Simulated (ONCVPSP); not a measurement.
## Before and after: ONCV potential for silicon (Si)

ONCVPSP 4.0.1 input, shortened (lines: element, Z, core and valence counts, functional; n l f; lmax; l rc ep ncon nbas qcut; lloc lpopt rc5 dvloc0; l nproj debl; icmod fcfact rcfact), PBE, scalar-relativistic:

```
  Si 14.00    3    2        4      upf
    1    0    2.00
    2    0    2.00
    2    1    6.00
    3    0    2.00
    3    1    2.00
    2
    0    2.00    0.00    5    8    3.20
    1    2.40    0.00    4    7    4.10
    2    1.95    0.06    3    7    5.40
    4    5    1.55    2.00
    0    3    3.70
    1    2    0.50
    2    2    0.50
    2    0.60    1.05
```

All-electron outer shells of the reference configuration (PBE, scalar-relativistic, ld1.x):

```json
{"shell": "2s", "level (eV)": "-139.50", "outermost node (bohr)": "0.15", "outermost maximum (bohr)": "0.45"}
{"shell": "2p", "level (eV)": "-95.56", "outermost node (bohr)": "–", "outermost maximum (bohr)": "0.39"}
{"shell": "3s", "level (eV)": "-10.81", "outermost node (bohr)": "0.72", "outermost maximum (bohr)": "1.80"}
{"shell": "3p", "level (eV)": "-4.08", "outermost node (bohr)": "0.72", "outermost maximum (bohr)": "2.17"}
```

Change: all radii but the core radius scaled by about 1.18 (s 2.36, p 2.84, d 2.30 bohr); local potential polynomial inside 1.84 bohr (lpopt 5, dvloc0 2 Ha).

Cutoffs: the cutoffs (Ha) at which the residual kinetic energy of the hardest occupied pseudo-wave falls to 1 and 0.1 mHa per electron; they do not see the model core or the augmentation charge, which bear on the density cutoff. Errors are all-electron minus pseudo energies relative to the spin-unpolarised reference configuration.

**Question.** What does the change do?

**Answer.** The potential gets softer (17 Ha and 36 Ha → 10 Ha and 26 Ha); of the 4 tests that both files solve, the error grows in 1 and shrinks in 2 by more than 15 % and 0.3 meV (median size 3.9 → 0.8 meV); neither file shows a bound ghost. A larger radius leaves more room for a smooth pseudo-wave, so fewer plane waves are needed.

```csv
quantity,base,changed
"cutoff, loose",17 Ha,10 Ha
"cutoff, tight",36 Ha,26 Ha
loose cutoff by channel,"s 17 Ha, p 3.1 Ha","s 10 Ha, p 3.2 Ha"
bound ghosts,none,none
GHOST(+) flags under 300 eV,none,none
"error for 3s2 3p1, meV [ΔE 7.74 eV]",+0.1,-0.8
"error for 3s2 3p0, meV [ΔE 23.73 eV]",+7.7,+0.8
"error for 3s1 3p0, meV [ΔE 57.70 eV]",+65,+12
"error for 3s2 3p1.5, meV [ΔE 2.92 eV]",-0.1,-0.3
"rms error of d²Exc/dni dnj with the model core, mHa",0.97,0.51
```

Changed file: The cutoffs count occupied waves only; projector 2 of the s channel, the hardest unoccupied one, needs 33 Ha at the loose tolerance.
